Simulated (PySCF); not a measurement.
## Mayer bond orders and bond lengths

Species: C4H12O2Si2.
Atom-mapped SMILES: `[CH3:1][Si@@H:2]([SiH3:3])[CH2:4][O:5][CH2:6][CH:7]=[O:8]` (hydrogens: H9, H10, H11 on C1; H12 on Si2; H13, H14, H15 on Si3; H16, H17 on C4; H18, H19 on C6; H20 on C7)

Structure used (GFN2-xTB), in Å, numbered top down from 1:
```xyz
20
C4H12O2Si2 angstrom
C     -2.1491   -1.7909   -0.3485
Si    -1.4074   -0.2008   -1.0888
Si    -1.7923    1.6707    0.2230
C      0.4945   -0.4436   -1.1376
O      0.8837   -0.3044    0.2229
C      2.2694   -0.2831    0.4249
C      2.9010    1.0309    0.0313
O      4.0719    1.2086   -0.1458
H     -1.7459   -1.9739    0.6441
H     -3.2288   -1.7147   -0.2570
H     -1.9311   -2.6648   -0.9575
H     -1.8342   -0.1254   -2.5024
H     -1.1411    2.8741   -0.3112
H     -1.3328    1.5301    1.6067
H     -3.2258    1.9805    0.2902
H      0.8115   -1.4234   -1.5163
H      0.9888    0.3141   -1.7574
H      2.7703   -1.1126   -0.0969
H      2.4309   -0.4124    1.5027
H      2.1612    1.8517   -0.0586
```

Bond orders from the PBE0/pcSseg-1 density (PySCF). Isolated species at its GFN2-xTB geometry (one conformer only).

Task: How far do the computed orders between heavy atoms stray from the drawn ones?

Result: The largest departure is 0.152, at Si2–C4 (drawn single, 0.848). Drawn single, order below 0.88: Si2–C4 (0.848) and C4–O5 (0.866).

Task: Give the Mayer order of every bond between heavy atoms, beside its length.

Result: 
| bond | drawn as | length (Å) | Mayer order |
| --- | --- | --- | --- |
| C1–Si2 | single | 1.904 | 0.970 |
| Si2–Si3 | single | 2.318 | 0.929 |
| Si2–C4 | single | 1.918 | 0.848 |
| C4–O5 | single | 1.422 | 0.866 |
| O5–C6 | single | 1.400 | 0.929 |
| C6–C7 | single | 1.510 | 0.951 |
| C7–O8 | double | 1.197 | 2.032 |

Bonds between the same two heavy elements. C–Si: lowest Si2–C4 (0.848, 1.918 Å), highest C1–Si2 (0.970, 1.904 Å). C–O: lowest C4–O5 (0.866, 1.422 Å), highest C7–O8 (2.032, 1.197 Å).

Task: And the bonds to hydrogen?

Result: C–H: 0.93 to 0.96 (8 bonds); H–Si: 0.93 to 0.94 (4 bonds).

Task: Sum the orders of all bonds at each heavy atom with more than one neighbour and set the sums beside the valence in the SMILES.

Result: C1 3.838 (drawn 4), Si2 3.682 (drawn 4), Si3 3.725 (drawn 4), C4 3.593 (drawn 4), O5 1.795 (drawn 2), C6 3.741 (drawn 4), C7 3.908 (drawn 4). Orders between atoms that aren't bonded are not in these sums.

For a closed shell the Mayer order of atoms A and B is Σ (PS)μν (PS)νμ over the basis functions μ on A and ν on B, with P the density and S the overlap matrix.

These values come from a run that also computed NMR shieldings. The run took 71 s wall on Arm Neoverse N1, one thread, no GPU, shared host with 64 logical CPUs at a one-minute load of 60, and the process peaked at 1.0 GiB of memory.
